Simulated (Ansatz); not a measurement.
CH₅ClGeO, SMILES `C[O][GeH2][Cl]`, relaxed with RKS PBE-D4/def2-SVP in Ansatz 0.2.0 from a rough embedded geometry. The force threshold is 0.03 eV/Å; the program also tests the step.

Charge 0, multiplicity 1.

Start:

```xyz
9

C     0.212    1.278    0.351
O    -0.810    0.382    0.474
Ge   -0.270   -1.144   -0.294
Cl   -1.741   -2.715   -0.022
H    -0.115    2.271    0.749
H     1.161    1.015    0.819
H     0.433    1.501   -0.761
H     1.079   -1.671    0.433
H     0.052   -0.917   -1.750
```

Question: By how much does the energy fall, and how many steps does the optimiser take? (An estimate is asked.)

Answer: Ansatz gave: 25.02 kJ/mol, in 6 steps, 1 of them rejected.

Question: Which bonds change most? (Estimate.)

Answer: The calculation gave: Ge3–H8 from 1.621 to 1.553 Å; C1–O2 from 1.365 to 1.417 Å; Ge3–H9 from 1.508 to 1.553 Å; C1–H7 from 1.156 to 1.117 Å.

Question: Give the relaxed structure. (Best estimate.)

Answer: The calculation gave: 
```xyz
9

C     0.222    1.381    0.339
O    -0.684    0.294    0.398
Ge   -0.177   -1.266   -0.327
Cl   -1.842   -2.593    0.045
H    -0.256    2.253    0.833
H     1.182    1.178    0.874
H     0.473    1.684   -0.706
H     1.077   -1.818    0.406
H     0.006   -1.114   -1.862
```
